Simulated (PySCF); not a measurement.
ClFH₃NSi, SMILES Cl[SiH](F)N.

The structure is a stationary point at B3LYP-D3(BJ)/def2-SVP. One conformer was computed; it need not be the lowest.

Level of theory: B3LYP-D3(BJ)/def2-SVP (PySCF).

Frequencies are harmonic and unscaled.

```json
[
 {"mode": "1", "ν (cm⁻¹)": "147", "IR (km/mol)": "10.4", "Raman (Å⁴/amu)": "1.9", "depolarisation": "0.75", "moving atoms (share of kinetic energy)": "H 61 %, N 12 %, Cl 11 %, F 10 %"},
 {"mode": "2", "ν (cm⁻¹)": "249", "IR (km/mol)": "27.0", "Raman (Å⁴/amu)": "2.7", "depolarisation": "0.73", "moving atoms (share of kinetic energy)": "F 34 %, H 28 %, Cl 18 %, N 13 %"},
 {"mode": "3", "ν (cm⁻¹)": "276", "IR (km/mol)": "12.3", "Raman (Å⁴/amu)": "1.0", "depolarisation": "0.74", "moving atoms (share of kinetic energy)": "H 45 %, F 22 %, Cl 15 %, Si 10 %"},
 {"mode": "4", "ν (cm⁻¹)": "328", "IR (km/mol)": "77.3", "Raman (Å⁴/amu)": "2.6", "depolarisation": "0.74", "moving atoms (share of kinetic energy)": "H 54 %, Si 18 %, N 12 %, F 9 %"},
 {"mode": "5", "ν (cm⁻¹)": "354", "IR (km/mol)": "126.0", "Raman (Å⁴/amu)": "1.0", "depolarisation": "0.31", "moving atoms (share of kinetic energy)": "N 41 %, H 25 %, Si 17 %, F 16 %"},
 {"mode": "6", "ν (cm⁻¹)": "543", "IR (km/mol)": "65.2", "Raman (Å⁴/amu)": "7.1", "depolarisation": "0.18", "moving atoms (share of kinetic energy)": "Cl 44 %, Si 42 %, H 9 %"},
 {"mode": "7", "ν (cm⁻¹)": "708", "IR (km/mol)": "19.2", "Raman (Å⁴/amu)": "7.6", "depolarisation": "0.74", "moving atoms (share of kinetic energy)": "H 89 %"},
 {"mode": "8", "ν (cm⁻¹)": "838", "IR (km/mol)": "55.6", "Raman (Å⁴/amu)": "4.7", "depolarisation": "0.21", "moving atoms (share of kinetic energy)": "F 37 %, H 28 %, Si 21 %, N 14 %"},
 {"mode": "9", "ν (cm⁻¹)": "879", "IR (km/mol)": "207.5", "Raman (Å⁴/amu)": "7.5", "depolarisation": "0.44", "moving atoms (share of kinetic energy)": "H 62 %, Si 21 %, N 13 %"},
 {"mode": "10", "ν (cm⁻¹)": "897", "IR (km/mol)": "78.6", "Raman (Å⁴/amu)": "7.6", "depolarisation": "0.74", "moving atoms (share of kinetic energy)": "H 73 %, N 16 %"},
 {"mode": "11", "ν (cm⁻¹)": "960", "IR (km/mol)": "230.0", "Raman (Å⁴/amu)": "1.4", "depolarisation": "0.32", "moving atoms (share of kinetic energy)": "Si 46 %, H 20 %, N 18 %, F 15 %"},
 {"mode": "12", "ν (cm⁻¹)": "1529", "IR (km/mol)": "65.6", "Raman (Å⁴/amu)": "4.8", "depolarisation": "0.74", "moving atoms (share of kinetic energy)": "H 88 %, N 11 %"},
 {"mode": "13", "ν (cm⁻¹)": "2311", "IR (km/mol)": "106.8", "Raman (Å⁴/amu)": "115.0", "depolarisation": "0.19", "moving atoms (share of kinetic energy)": "H 97 %"},
 {"mode": "14", "ν (cm⁻¹)": "3578", "IR (km/mol)": "44.0", "Raman (Å⁴/amu)": "125.2", "depolarisation": "0.12", "moving atoms (share of kinetic energy)": "H 96 %"},
 {"mode": "15", "ν (cm⁻¹)": "3676", "IR (km/mol)": "47.7", "Raman (Å⁴/amu)": "76.1", "depolarisation": "0.74", "moving atoms (share of kinetic energy)": "H 91 %, N 9 %"}
]
```
